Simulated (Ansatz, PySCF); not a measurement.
This Ansatz (a program for electronic structure) input computes a B3LYP/def2-TZVPD energy:

Ansatz 0.2 input:
```yaml
crystal:
  periodic: [false, false, false]
  atoms:
    - {symbol: C, position_ang: [-1.40200846, -0.06372100, -0.07884553]}
    - {symbol: C, position_ang: [-0.83433440, -1.40913212, -0.05532326]}
    - {symbol: C, position_ang: [0.49524471, -1.42546253, 0.01897867]}
    - {symbol: C, position_ang: [1.29915314, -0.11273744, 0.07200857]}
    - {symbol: S, position_ang: [0.10258685, 1.25806178, 0.01344965]}
    - {symbol: H, position_ang: [-1.94183446, 0.17935240, -0.99729568]}
    - {symbol: H, position_ang: [-2.04109697, 0.16848289, 0.77654600]}
    - {symbol: H, position_ang: [1.09880002, -2.33585798, 0.04717445]}
    - {symbol: H, position_ang: [1.89794005, -0.04271835, 0.98912731]}
    - {symbol: H, position_ang: [1.99647189, -0.03192885, -0.77165710]}
basis:
  gaussian:
    orbitals: def2-TZVPD
hamiltonian:
  xc: {name: B3LYP}
total_charge: -1
output: {forces: true}
```

Task: Write an input for the same energy in PySCF and say what it gives.

Result: 
```python
from pyscf import gto, scf, dft

mol = gto.M(
    atom='''
    C    -1.40200846   -0.06372100   -0.07884553
    C    -0.83433440   -1.40913212   -0.05532326
    C     0.49524471   -1.42546253    0.01897867
    C     1.29915314   -0.11273744    0.07200857
    S     0.10258685    1.25806178    0.01344965
    H    -1.94183446    0.17935240   -0.99729568
    H    -2.04109697    0.16848289    0.77654600
    H     1.09880002   -2.33585798    0.04717445
    H     1.89794005   -0.04271835    0.98912731
    H     1.99647189   -0.03192885   -0.77165710
    ''',
    basis='def2-tzvpd',
    charge=-1,
    spin=0,
    verbose=4,
)

mf = dft.RKS(mol, xc='b3lyp').density_fit(auxbasis='def2-universal-jkfit')
mf.grids.level = 3
mf.conv_tol = 1e-9
mf.max_cycle = 100
mf.max_memory = 1500
mf.kernel()
if not mf.converged:
    mf = mf.newton()
    mf.kernel(mf.make_rdm1())
mf.analyze()
```
It gives -553.66504 Eh, and Ansatz -553.66496 Eh, a difference of 0.08 mEh, from the treatment of integrals and grids.

It need not be the lowest isomer of its formula. Whether it binds its extra electron was not tested at this geometry.
